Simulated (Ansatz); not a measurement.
Program: Ansatz. Geometries: PBE0-D4/def2-TZVP. ΔE: electronic, gas phase. CCSD(T)/CBS adds triple-zeta CCSD(T) − MP2 to the extrapolated MP2 energy (def2 sets, frozen cores). This one scheme is used for every species. DFT in def2-TZVPP. Triplets are unrestricted, without spin–orbit coupling. Each species was taken in one conformer, which may not be the lowest.

`CSB(F)F` → `[CH2]` (triplet) + `FB(F)S`  (formal loss of a carbene)

```json
{"level": "BLYP", "ΔE (kJ/mol)": "409.2"}
{"level": "MP2/def2-QZVPP", "ΔE (kJ/mol)": "435.6"}
```

What does CCSD(T)/CBS give? (Best estimate.)

Computed: +427.4 kJ/mol. The listed levels differ from it by -18.2, 8.2 kJ/mol.

What do rigid-rotor, harmonic-oscillator terms from PBE0-D4/def2-TZVP frequencies (298.15 K, 1 bar) make of the CCSD(T)/CBS value? (An estimate is asked.)

Ansatz gave: ΔZPE = -31.8 kJ/mol, ΔH = +400.8 kJ/mol, ΔS = 152 J/(mol·K), ΔG = +355.4 kJ/mol. Open shells count their whole term as degenerate.

Largest T1 diagnostic among the species: 0.013.

In def2-TZVPP, CCSD(T) changes the Hartree–Fock value by +134.5 kJ/mol (the triples alone add +11.9 kJ/mol) and MP2 by +148.5 kJ/mol. From BLYP to BHLYP (50 % exact exchange), in def2-TZVPP and without D4, ΔE moves by −7.9 kJ/mol. Leaving LDA and LC-ωPBE aside and taking each functional with its dispersion term where it has one, the values, not all of them listed here, spread over 36.9 kJ/mol, from r2SCAN0-D4 to ωB97X-V. LDA lies +68.4 kJ/mol from PBE without D4.
